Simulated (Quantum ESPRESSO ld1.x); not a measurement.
Values are calculated unless marked as measured or tabulated.
Cs, configuration [Kr] 4d10 5s2 5p5.5 6s1 7s0.5 (fractional occupations, a model configuration). Level of theory: scalar-relativistic Kohn-Sham, LDA (Slater exchange, Perdew-Zunger correlation), spin-polarised, spherical densities, point nucleus; open shells are filled with parallel spins first (ld1.x of Quantum ESPRESSO 7.5).

Unscreened Slater integrals over Kohn-Sham orbitals (cm^-1). They are taken over the spin-up orbitals.

\begin{tabular}{lr}
integral & value \\ \hline
F0(7s,7s) & 15492 \\
F0(7s,6s) & 19316 \\
G0(7s,6s) & 970.74 \\
F0(7s,5p) & 20481 \\
G1(7s,5p) & 482.95 \\
F0(7s,5s) & 20599 \\
G0(7s,5s) & 266.27 \\
F0(6s,6s) & 40469 \\
F0(6s,5p) & 50407 \\
G1(6s,5p) & 4071.4 \\
F0(6s,5s) & 51276 \\
G0(6s,5s) & 2101.8 \\
F0(5p,5p) & 96556 \\
F2(5p,5p) & 51678 \\
F0(5p,5s) & 104260 \\
G1(5p,5s) & 68873 \\
F0(5s,5s) & 114640 \\
\end{tabular}

Derived for the open shells (J is the average intra-shell exchange parameter used in DFT+U). 5p: J = F2/5 = 10340 cm^-1.
